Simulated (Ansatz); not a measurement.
Ansatz (an electronic-structure program) input:

Ansatz 0.2 input:
```yaml
crystal:
  periodic: [false, false, false]
  atoms:
    - {symbol: Mo, position_ang: [-0.00853657, 0.09969147, 0.02932901]}
    - {symbol: Cl, position_ang: [1.75409903, -0.47632079, -1.21628197]}
    - {symbol: Cl, position_ang: [0.99521931, -0.93305184, 1.88952022]}
    - {symbol: Cl, position_ang: [-1.00333870, 1.07550058, -1.86615502]}
    - {symbol: Cl, position_ang: [-1.47480031, -1.58457000, -0.09187872]}
    - {symbol: Cl, position_ang: [-0.26133715, 1.94110663, 1.14834555]}
basis:
  gaussian:
    orbitals: def2-TZVP
hamiltonian:
  xc: b3lyp
  dispersion: d3bj
magnetization: {spin_polarized: true, initial_magnetization: 1}
relax: {f_tol: 0.002, max_steps: 150}
```

Question: What final total energy does it print?

Answer: -2369.59971 Eh (B3LYP-D3(BJ)/def2-TZVP). The basis has 225 functions.

The spin state was set by rule; other spins were not relaxed.
